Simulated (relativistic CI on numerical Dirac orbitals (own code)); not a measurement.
Slater and spin-orbit integrals, As10+

Method of calculation: Dirac-Coulomb-Breit CI, orbitals from a KLI potential per configuration, QED by a radiative potential, unscaled Slater integrals (own radial code, finite nucleus).

Slater integrals F^k, G^k are unscaled and averaged over j, outside the closed core [Ne]; ζ comes from projecting the Hamiltonian with its Breit term on Σ l·s of the shell.

- 3s²3p⁶3d⁵: F^2(3d,3d) = 178420, F^4(3d,3d) = 113610, ζ(3d) = 2904.1 cm⁻¹; <r>(3d) = 0.5537, <r^2>(3d) = 0.3649 (bohr units).
- 3s²3p⁵3d⁶: ζ(3p) = 30826, F^2(3d,3d) = 177910, F^4(3d,3d) = 113270, F^2(3p,3d) = 170950, G^1(3p,3d) = 201380, G^3(3p,3d) = 127800, ζ(3d) = 2835.9 cm⁻¹; <r>(3p) = 0.5704, <r^2>(3p) = 0.3771, <r>(3d) = 0.5551, <r^2>(3d) = 0.3668 (bohr units).
- 3s²3p⁴3d⁷: F^2(3p,3p) = 174990, ζ(3p) = 30865, F^2(3d,3d) = 177380, F^4(3d,3d) = 112910, F^2(3p,3d) = 170660, G^1(3p,3d) = 201210, G^3(3p,3d) = 127630, ζ(3d) = 2769.4 cm⁻¹; <r>(3p) = 0.5711, <r^2>(3p) = 0.378, <r>(3d) = 0.5565, <r^2>(3d) = 0.3688 (bohr units).

Give the Racah parameters of the d shell in 3s²3p⁶3d⁵.

B = F²/49 − 5F⁴/441 = 2353 cm⁻¹ and C = 35F⁴/441 = 9016 cm⁻¹.

Averages of the first 10 configurations, taken without configuration mixing, which lowers the lowest level and can move excited configurations by several eV; other configurations of the list can lie among them:

| Configuration | Parity | States | Average energy above the lowest level (eV) |
| --- | --- | --- | --- |
| 3s²3p⁶3d⁵ | even | 252 | 15.4 |
| 3s²3p⁵3d⁶ | odd | 1260 | 115.4 |
| 3s²3p⁴3d⁷ | even | 1800 | 217.6 |
| 3s3p⁶3d⁶ | even | 420 | 181.3 |
| 3s²3p⁶3d⁴4s | even | 420 | 124.8 |
| 3s²3p⁶3d⁴4p | odd | 1260 | 144.0 |
| 3p⁶3d⁷ | even | 120 | 350.5 |
| 3s²3p⁶3d⁴4d | even | 2100 | 173.6 |
| 3s²3p⁶3d³4s² | even | 120 | 246.5 |
| 3s²3p⁶3d³4s4p | odd | 1440 | 263.9 |
